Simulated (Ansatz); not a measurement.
Calculated with Ansatz (gas phase, PBE0-D4/def2-TZVP geometries, no zero-point term in ΔE). CBS: MP2 limit from def2 TZ/QZ plus the TZ coupled-cluster correction, frozen cores. This one scheme is used for every species, atoms too. DFT in def2-TZVPP. B3LYP here is the variant with VWN-RPA as its local correlation; programs differ in this. HSE06 is defined as in plane-wave codes. Open shells (•) are unrestricted, without spin–orbit coupling. Spin–orbit coupling would lower the free atoms: a little for C, S, Si. Each species was taken in one conformer, which may not be the lowest.

Reaction (atomization): `SC1[SiH2]C[SiH2]1` → 2 C• + 8 H• + S• + 2 Si•

`SC1[SiH2]C[SiH2]1`:

Cartesian coordinates in Å:
```
S -0.283 -2.586 -0.469
C -0.641 -0.849 -0.200
Si 0.237 0.407 -1.331
C 0.475 1.594 0.121
Si 0.105 0.124 1.251
H -0.784 -3.077 0.679
H -1.718 -0.656 -0.267
H -0.572 0.901 -2.477
H 1.526 -0.137 -1.831
H -0.311 2.352 0.162
H 1.443 2.084 0.221
H 1.342 -0.531 1.749
H -0.820 0.374 2.392
```

| level | ΔE (kJ/mol) | difference from CCSD(T)/CBS |
| --- | --- | --- |
| revPBE-D4 | 4411.2 | -47.1 |
| PBE0-D4 | 4459.9 | 1.6 |
| B3LYP-D4 | 4441.1 | -17.2 |
| r2SCANh-D4 | 4452.6 | -5.7 |
| r2SCAN0-D4 | 4431.4 | -26.9 |
| B2PLYP | 4383.9 | -74.4 |
| PBE | 4453.8 | -4.5 |
| BLYP | 4319.9 | -138.4 |
| HSE06 | 4432.4 | -25.9 |
| BHLYP | 4318.7 | -139.6 |
| HF/def2-SVP | 3294.3 | -1164.0 |
| MP2/def2-SVP | 4182.8 | -275.5 |
| CCSD(T)/def2-SVP | 4168.1 | -290.2 |
| MP2/def2-TZVPP | 4370.9 | -87.4 |
| HF/def2-QZVPP | 3312.9 | -1145.4 |
| HF/CBS(def2) | 3314.0 | -1144.3 |
| CCSD(T)/CBS | 4458.3 | 0 |

Largest T1 diagnostic among the species: 0.012.

Leaving LDA and LC-ωPBE aside and taking each functional with its dispersion term where it has one, the values, not all of them listed here, spread over 123.0 kJ/mol, from BHLYP-D4 to PBE-D4. LDA lies +570.4 kJ/mol from PBE without D4, its usual overbinding. From PBE to PBE0 (25 % exact exchange), in def2-TZVPP and without D4, ΔE moves by −25.5 kJ/mol: exact exchange takes away binding that semilocal exchange gives to molecules. In def2-TZVPP, CCSD(T) changes the Hartree–Fock value by +1032.3 kJ/mol (the triples alone add +59.8 kJ/mol) and MP2 by +1064.7 kJ/mol; breaking electron pairs costs correlation energy, which Hartree–Fock lacks.

For atomizations the MP2-based limit and the directly extrapolated one differ by several kJ/mol either way, and by 10 to 25 for some Ge, Se and Sn compounds, so smaller differences from it don't rank the levels.
